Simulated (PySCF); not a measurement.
Ionisation energy of S⁺ by level of theory

S⁺ [Ne] 3s2 3p3 (4S) → S²⁺ [Ne] 3s2 3p2 (3P), as a difference of total energies. Calculation: PySCF 2.14, in aug-cc-pV(Q+d)Z with one added diffuse shell each of s, p, d, f, g type (8s7p6d4f3g, 114 functions); the non-relativistic Hamiltonian (point nucleus). Correlated levels: valence: [Ne] frozen. The calculations carry no spin-orbit coupling.

```json
{"method": "UHF", "ionisation energy (eV)": "22.724", "plus first-order spin-orbit estimate": "22.663", "error of that sum (eV)": "-0.675"}
{"method": "LDA", "ionisation energy (eV)": "23.410", "plus first-order spin-orbit estimate": "23.349", "error of that sum (eV)": "+0.011"}
{"method": "PBE", "ionisation energy (eV)": "23.319", "plus first-order spin-orbit estimate": "23.258", "error of that sum (eV)": "-0.080"}
{"method": "PBE0", "ionisation energy (eV)": "23.387", "plus first-order spin-orbit estimate": "23.326", "error of that sum (eV)": "-0.012"}
{"method": "r2SCAN", "ionisation energy (eV)": "23.517", "plus first-order spin-orbit estimate": "23.456", "error of that sum (eV)": "+0.118"}
{"method": "M06", "ionisation energy (eV)": "23.249", "plus first-order spin-orbit estimate": "23.187", "error of that sum (eV)": "-0.151"}
{"method": "B2PLYP", "ionisation energy (eV)": "23.214", "plus first-order spin-orbit estimate": "23.152", "error of that sum (eV)": "-0.186"}
{"method": "wB97M-V", "ionisation energy (eV)": "23.066", "plus first-order spin-orbit estimate": "23.005", "error of that sum (eV)": "-0.333"}
{"method": "MP2 (valence)", "ionisation energy (eV)": "23.388", "plus first-order spin-orbit estimate": "23.326", "error of that sum (eV)": "-0.012"}
{"method": "SCS-MP2 (valence)", "ionisation energy (eV)": "23.197", "plus first-order spin-orbit estimate": "23.136", "error of that sum (eV)": "-0.202"}
```

Reference: 23.338 eV (measured; NIST Atomic Spectra Database, ionization energies).

A first-order spin-orbit estimate (lowest level to lowest level, LS coupling) adds -0.061 eV.

Errors of the correlated levels include the incompleteness of this basis and the frozen core.
